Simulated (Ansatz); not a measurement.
C₂H₈GeSSi, SMILES `C=C[SiH2][S][GeH3]`, 13 atoms. The species carries charge 0 and has multiplicity 1. Correlated methods include outer-core shells of Ge, which these sets cover unevenly. Scalar relativity is left out up to krypton. All runs use 3 threads of an AMD EPYC 7R13 on a shared host and a share of an NVIDIA H100 80 GB. Correlated methods freeze the cores. Open-shell runs search over several starts.

(1) How many basis functions does each run have, and how long does it take in Ansatz? UKS B2PLYP (frozen core)/def2-TZVPP energy of the cation; UKS B3LYP-D4/def2-TZVPP energy of the cation; UKS PBE0-D4/def2-TZVPP energy of the cation; RHF-CCSD(T)/def2-TZVPP energy; UKS ωB97X-V/def2-TZVPP energy of the cation; UHF-MP2/def2-QZVPP energy of the cation; UHF-CCSD(T)/def2-TZVPP energy of the cation; RKS PBE0-D4/def2-SVP energy; RKS ωB97M-V/def2-SVP energy; direct RPA on PBE orbitals/def2-TZVPP energy; RHF-CCSD(T)/def2-SVP energy; RKS PBE0-D4/def2-QZVPP energy. (Best estimate.)

Results:

(1) Computed: Other jobs shared the machine, so times are rough.

```csv
level,job,functions,wall time,peak host memory (GiB)
RKS PBE0-D4/def2-SVP,energy,136,3.3 s,0.81
RHF-CCSD(T)/def2-SVP,energy,136,3.7 s,0.8
direct RPA on PBE orbitals/def2-TZVPP,energy,306,5 s,1.4
RKS ωB97M-V/def2-SVP,energy,136,5.5 s,0.86
RKS PBE0-D4/def2-QZVPP,energy,583,5.5 s,1.2
UKS B3LYP-D4/def2-TZVPP,energy of the cation,306,9.5 s,0.93
UKS B2PLYP (frozen core)/def2-TZVPP,energy of the cation,306,10 s,1.4
RHF-CCSD(T)/def2-TZVPP,energy,306,11 s,0.87
UKS PBE0-D4/def2-TZVPP,energy of the cation,306,12 s,0.92
UHF-MP2/def2-QZVPP,energy of the cation,583,13 s,1.3
UKS ωB97X-V/def2-TZVPP,energy of the cation,306,15 s,1.1
UHF-CCSD(T)/def2-TZVPP,energy of the cation,306,41 s,1.3
```

B3LYP here is the variant with VWN-RPA as its local correlation; programs differ in this.
